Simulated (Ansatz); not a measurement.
`[F][SnH]([SiH3])[Cl]` + `F[SiH]1[SiH2][SiH2]1` → `[F][Sn]([F])([SiH3])[Cl]` + `[SiH2]1[SiH2][SiH2]1`  (redistribution)

Computed with Ansatz on PBE0-D4/def2-TZVP structures; ΔE is electronic, products minus reactants. CBS: MP2 limit from def2 TZ/QZ plus the TZ coupled-cluster correction, frozen cores. DFT in def2-TZVPP. HSE06 is defined as in plane-wave codes. def2 core potentials past Kr. For Sn outer-core shells are correlated without core-valence functions, which leaves a few kJ/mol of doubt a bond.

```json
{"level": "HSE06-D4", "ΔE (kcal/mol)": "10.0"}
{"level": "ωB97M-V", "ΔE (kcal/mol)": "10.7"}
```

Task: What does CCSD(T)/CBS give? (An estimate is asked.)

Result: Computed: +9.7 kcal/mol. The listed levels differ from it by 0.3, 1.0 kcal/mol.

Largest T1 diagnostic among the species: 0.015.

From PBE to PBE0 (25 % exact exchange), in def2-TZVPP and without D4, ΔE moves by +1.3 kcal/mol. In def2-TZVPP, CCSD(T) changes the Hartree–Fock value by −1.3 kcal/mol (the triples alone add −0.6 kcal/mol) and MP2 by −1.4 kcal/mol.
